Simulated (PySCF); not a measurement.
# Dipole response of Ne²⁺ (neon, charge +2)

[He] 2s2 2p4, high-spin 3P determinant. Calculation: PySCF 2.14, in aug-cc-pVTZ with one added diffuse shell each of s, p, d, f type (6s5p4d3f, 62 functions); no relativity, point nucleus. Coupled (time-dependent) response in atomic units; α is the mean over directions.

```tsv
method	mean α (bohr³)	α xx, yy, zz	C₆ (like pair)	S(−4)
UHF	0.8326	0.9069, 0.6841, 0.9069	1.040	0.3599
PBE	0.8760	0.9422, 0.7435, 0.9422	1.119	0.3933
PBE0	0.8602	0.9281, 0.7244, 0.9281	1.091	0.3790
B97-3	0.8514	0.9183, 0.7176, 0.9183	1.077	0.3701
BHandHLYP	0.8440	0.9119, 0.7082, 0.9119	1.065	0.3587
```

S(−4) is the Cauchy moment in α(ω) = α(0) + S(−4) ω² + …

α(iu) at UHF:

| u (hartree) | α(iu) (bohr³) |
| --- | --- |
| 0 | 0.8326 |
| 0.0500 | 0.8317 |
| 0.100 | 0.8291 |
| 0.200 | 0.8187 |
| 0.300 | 0.8025 |
| 0.500 | 0.7580 |
| 0.750 | 0.6920 |
| 1.00 | 0.6258 |
| 1.50 | 0.5082 |
| 2.00 | 0.4140 |
| 3.00 | 0.2822 |
| 5.00 | 0.1491 |

A single London oscillator, α(iu) = α/(1 + u²/ω²), gives C₆ = (3/4) ω α². Matching the computed C₆ needs ω = 4 × 1.040 / (3 × 0.8326²) = 2.00 hartree.

For an ion, C₆ is the dispersion term alone; charge-induced terms of lower order in 1/R come first.

The components differ because the open shell of this determinant is not spherical; for a pure term their mean is the scalar polarisability.
